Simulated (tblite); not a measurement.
Species: C₉H₁₁F.
Atom-mapped SMILES: `[CH3:1][c:2]1[cH:3][c:4]([CH3:5])[c:6]([CH3:7])[c:8]([F:9])[cH:10]1` (hydrogens: H11, H12, H13 on C1; H14 on C3; H15, H16, H17 on C5; H18, H19, H20 on C7; H21 on C10)

Computed geometry: GFN2-xTB, gas phase.

Problem. What internal coordinates does the optimisation give?

Solution. 
```json
{"bond": "C1–C2", "length (bohr)": "2.831", "order": "single"}
{"bond": "C2–C3", "length (bohr)": "2.624", "order": "aromatic"}
{"bond": "C3–C4", "length (bohr)": "2.621", "order": "aromatic"}
{"bond": "C4–C5", "length (bohr)": "2.830", "order": "single"}
{"bond": "C4–C6", "length (bohr)": "2.642", "order": "aromatic"}
{"bond": "C6–C7", "length (bohr)": "2.830", "order": "single"}
{"bond": "C6–C8", "length (bohr)": "2.622", "order": "aromatic"}
{"bond": "C8–F9", "length (bohr)": "2.564", "order": "single"}
{"bond": "C8–C10", "length (bohr)": "2.610", "order": "aromatic"}
{"bond": "C2–C10", "length (bohr)": "2.620", "order": "aromatic"}
{"bond": "C1–H11, C1–H12, C1–H13", "length (bohr)": "2.057", "order": "single"}
{"bond": "C3–H14", "length (bohr)": "2.043", "order": "single"}
{"bond": "C5–H15, C5–H16, C5–H17", "length (bohr)": "2.057", "order": "single"}
{"bond": "C7–H18, C7–H19, C7–H20", "length (bohr)": "2.057", "order": "single"}
{"bond": "C10–H21", "length (bohr)": "2.039", "order": "single"}
```

Bonds in one row agree within 0.02 bohr and their mean is given. Orders are formal, as drawn. A selection of angles:
```json
{"angle": "C1–C2–C3", "degrees": "120.9"}
{"angle": "C1–C2–C10", "degrees": "120.7"}
{"angle": "C3–C2–C10", "degrees": "118.4"}
{"angle": "C2–C3–C4", "degrees": "122.1"}
{"angle": "C3–C4–C5", "degrees": "120.3"}
{"angle": "C3–C4–C6", "degrees": "119.8"}
{"angle": "C5–C4–C6", "degrees": "119.9"}
{"angle": "C4–C6–C7", "degrees": "121.7"}
{"angle": "C4–C6–C8", "degrees": "117.2"}
{"angle": "C7–C6–C8", "degrees": "121.1"}
{"angle": "C6–C8–F9", "degrees": "119.0"}
{"angle": "C6–C8–C10", "degrees": "123.2"}
{"angle": "F9–C8–C10", "degrees": "117.7"}
{"angle": "C2–C10–C8", "degrees": "119.3"}
```

The C–C distances run from 1.381 Å (C8–C10, aromatic) to 1.498 Å (C1–C2, drawn single), a spread of 0.117 Å. Of the pairs four or more bonds apart, F9···H19 is among the closest relative to their van der Waals radii: 2.35 Å, 88 % of the sum of Bondi's values. The 10 heavy atoms lie in one plane (0.007 Å rms). The 6-membered ring C2–C3–C4–C6–C8–C10 has internal angles of 117.2° to 123.2° (sum 720°, against 720° for a flat polygon); it is planar, 0.00 Å rms from its mean plane, widest ring torsion 0°.

GFN2-xTB frequencies show an imaginary mode (20i cm⁻¹), so the point is no minimum at that level.
